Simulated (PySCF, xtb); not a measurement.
Sn(F)(Me)(OH)2 (CH5FO2Sn), SMILES [CH3][Sn]([OH])([OH])[F].

xtb 6.7.1 with GFN2-xTB at its own geometry gives an orbital gap of 4.56 eV and a dipole moment of 3.11 D.

Geometry optimised at PBE0-D3(BJ)/def2-SVP. The structure was generated by enumeration; whether it is a known compound was not checked. The def2 effective core potentials stand for the cores of Sn; spin–orbit coupling is left out. Other conformers were not sampled.

**Question.** What does PBE/def2-TZVP (PySCF) give? (Estimate from the structure and the level; the computed values follow.)

**Answer.** gap 4.93 eV (levels -7.10 and -2.17 eV), dipole 1.50 D.
